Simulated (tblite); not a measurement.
C₇H₁₀OS.
Atom-mapped SMILES: `[CH3:1][C:2](=[O:3])[C@@:4]1([CH3:5])[CH2:6][CH2:7][C:8]1=[S:9]` (hydrogens: H10, H11, H12 on C1; H13, H14, H15 on C5; H16, H17 on C6; H18, H19 on C7)

Computed with GFN2-xTB (tblite), gas phase: L-BFGS steps from a force-field or distance-geometry start until the largest atomic force falls under 0.01 eV/Å.

Step 173: E = -744.4117 eV
```
atom  x, y, z in Å  |  force x, y, z in eV/Å
C1     -2.2244    0.4716    0.6147    0.007  -0.023  -0.005
C2     -0.7937    0.2633    1.0362    0.032   0.011   0.071
O3     -0.3927    0.5406    2.1374   -0.059  -0.017  -0.136
C4      0.1440   -0.2602   -0.0551    0.014  -0.001   0.025
C5     -0.4990   -1.2383   -1.0268    0.015   0.027   0.026
C6      0.9025    0.9575   -0.6662   -0.008  -0.019   0.005
C7      2.1536    0.5626    0.1362   -0.016   0.006   0.006
C8      1.4727   -0.7151    0.5091    0.009   0.021   0.010
S9      1.9723   -2.1026    1.1450   -0.028   0.000  -0.011
H10    -2.7093   -0.4968    0.5027    0.008   0.023  -0.002
H11    -2.2791    0.9965   -0.3370    0.027  -0.022   0.036
H12    -2.7470    1.0396    1.3801    0.005  -0.001   0.010
H13    -1.2905   -0.7627   -1.5980   -0.024  -0.007  -0.023
H14    -0.9021   -2.0917   -0.4869   -0.008   0.003   0.006
H15     0.2540   -1.6075   -1.7203    0.006   0.009  -0.006
H16     0.4845    1.9350   -0.4349   -0.006  -0.007   0.005
H17     1.0304    0.8612   -1.7412    0.000  -0.009  -0.025
H18     3.0904    0.4590   -0.4083    0.008   0.000  -0.008
H19     2.3236    1.1968    1.0062    0.017   0.005   0.017
```

Step 174: E = -744.4119 eV
```
atom  x, y, z in Å  |  force x, y, z in eV/Å
C1     -2.2264    0.4688    0.6170    0.011  -0.025   0.021
C2     -0.7949    0.2642    1.0358    0.031   0.027   0.008
O3     -0.3930    0.5455    2.1344   -0.025  -0.005  -0.051
C4      0.1438   -0.2581   -0.0561    0.016  -0.007   0.031
C5     -0.4993   -1.2365   -1.0277    0.003   0.028   0.023
C6      0.9053    0.9582   -0.6668   -0.038  -0.012  -0.002
C7      2.1557    0.5623    0.1359   -0.017  -0.008  -0.016
C8      1.4717   -0.7143    0.5102    0.012   0.022   0.018
S9      1.9671   -2.1015    1.1512   -0.032   0.019  -0.021
H10    -2.7034   -0.5013    0.4982   -0.025  -0.009   0.000
H11    -2.2829    0.9969   -0.3313    0.022   0.008   0.002
H12    -2.7527    1.0297    1.3861    0.022  -0.015  -0.010
H13    -1.2858   -0.7595   -1.6061   -0.003  -0.010  -0.010
H14    -0.9114   -2.0857   -0.4865    0.009   0.014  -0.007
H15     0.2572   -1.6111   -1.7147   -0.007   0.001  -0.006
H16     0.4874    1.9359   -0.4344    0.000  -0.012  -0.001
H17     1.0318    0.8624   -1.7428    0.003  -0.006   0.003
H18     3.0895    0.4552   -0.4140    0.006  -0.001   0.014
H19     2.3304    1.1980    1.0043    0.013  -0.008   0.003
```

**Question.** Estimate the geometry and energy of step 175. (The exact step hangs on the optimiser's Hessian estimate; all steps are aligned on step 174, rigid shifts and turns removed.)

**Answer.** E = -744.4122 eV, largest force 0.059 eV/Å
```
atom  x, y, z in Å  |  force x, y, z in eV/Å
C1     -2.2291    0.4630    0.6187    0.021  -0.032   0.004
C2     -0.7945    0.2698    1.0335    0.020   0.025   0.011
O3     -0.3903    0.5611    2.1288   -0.028  -0.003  -0.052
C4      0.1436   -0.2553   -0.0570    0.015  -0.002   0.029
C5     -0.4997   -1.2325   -1.0292    0.012   0.033   0.022
C6      0.9088    0.9593   -0.6666   -0.033  -0.016  -0.004
C7      2.1576    0.5597    0.1368   -0.017  -0.004  -0.018
C8      1.4698   -0.7145    0.5108    0.008   0.013   0.018
S9      1.9594   -2.1033    1.1526   -0.029   0.017  -0.019
H10    -2.7009   -0.5113    0.5092   -0.019   0.008   0.001
H11    -2.2925    0.9842   -0.3336    0.023  -0.003   0.017
H12    -2.7548    1.0270    1.3854    0.014  -0.013  -0.002
H13    -1.2877   -0.7563   -1.6053   -0.014  -0.001  -0.019
H14    -0.9092   -2.0830   -0.4895    0.001  -0.002   0.006
H15     0.2559   -1.6046   -1.7179    0.002  -0.003  -0.015
H16     0.4935    1.9379   -0.4342   -0.003  -0.009   0.001
H17     1.0355    0.8634   -1.7424    0.004  -0.005   0.000
H18     3.0913    0.4500   -0.4128    0.007  -0.001   0.015
H19     2.3335    1.1944    1.0055    0.014  -0.004   0.004
```

The energy changes by -0.0003 eV. The first-order estimate −F·Δx gives -0.0003 eV and the mean of the old and new forces, exact on a quadratic surface, -0.0003 eV. The step makes an angle of 86° with the force vector and moves no atom by more than 0.017 Å.

The cost below is that of the whole relaxation. Time: 2.1 s of wall time. Hardware: Arm Neoverse V1, one thread, shared host with 32 logical CPUs at a one-minute load of 25.
